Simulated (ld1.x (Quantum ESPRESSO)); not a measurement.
**What one change does to a pseudopotential (oxygen (O), TM)**

ld1.x (Quantum ESPRESSO) 7.5 input, shortened:

```
&input
   title='O', zed=8., rel=0, dft='PZ', iswitch=3,
   config='[He] 2s1 2p5 3d-2'
 /
 &inputp
   pseudotype=2, tm=.true., lloc=2,
   nlcc=.true., rcore=0.70
 /
3
2S  1  0   1.00   0.00  0.85  0.85  0.0
2P  2  1   5.00   0.00  1.70  1.70  0.0
3D  3  2  -2.00   0.45  1.40  1.40  0.0
 &test
   configts(1)='2s1 2p5'
 /
```

All-electron outer shells of the reference configuration (LDA (PZ), non-relativistic, ld1.x):

```tsv
shell	level (eV)	outermost node (bohr)	outermost maximum (bohr)
2s	-24.16	0.28	0.88
2p	-9.60	–	0.82
```

Change: core correction a·sin(br)/r model core inside 0.94 bohr.

Cutoffs: the cutoffs (Ry, on a coarse ladder) from which the occupation-weighted sum of valence levels, in a spherical-Bessel basis at the reference potential, stays within 10 and 1 mRy of its value at 400 Ry; they do not see the model core or the augmentation charge, which bear on the density cutoff. Errors are all-electron minus pseudo energies relative to the spin-unpolarised reference configuration.

Question: What does the change do?

Answer: The potential gets neither clearly harder nor softer (70 Ry and 160 Ry → 70 Ry and 160 Ry); of the 9 tests that both files solve, the error grows in 2 and shrinks in 0 by more than 15 % and 0.3 meV (median size 77.4 → 92.1 meV); neither file shows a bound ghost. A wider model core is smoother and lowers the density cutoff, which this test does not measure.

| quantity | base | changed |
| --- | --- | --- |
| cutoff, loose | 70 Ry | 70 Ry |
| cutoff, tight | 160 Ry | 160 Ry |
| bound ghosts | none | none |
| error for 2s2 2p4, meV [ΔE -14.53 eV] | +17 | +18 |
| error for 2s2 2p3, meV [ΔE 2.06 eV] | +146 | +147 |
| error for 2s2 2p2, meV [ΔE 35.78 eV] | +587 | +590 |
| error for 2s2 2p3.5, meV [ΔE -8.16 eV] | +61 | +61 |
| error for 2s1 2p4, meV [ΔE 16.84 eV] | +14 | +14 |
| error for 2s2 2p1, meV [ΔE 89.74 eV] | +1787 | +1798 |
| error for 2s2 2p0, meV [ΔE 166.70 eV] | +4458 | +4496 |
| error for 2s1 2p5 (spin-polarised), meV [ΔE -1.55 eV] | +77 | +92 |
| error for 2s2 2p4 (spin-polarised), meV [ΔE -15.94 eV] | +68 | +81 |
| s: phases at 1.85 bohr within 0.05 rad from the reference energy up to (Ry; the scan ends near 5) | 3.2 | 3.2 |
| p: phases at 1.85 bohr within 0.05 rad from the reference energy up to (Ry; the scan ends near 5) | 2.6 | 2.6 |
| d: phases at 1.85 bohr within 0.05 rad from the reference energy up to (Ry; the scan ends near 5) | to the end of the scan | to the end of the scan |
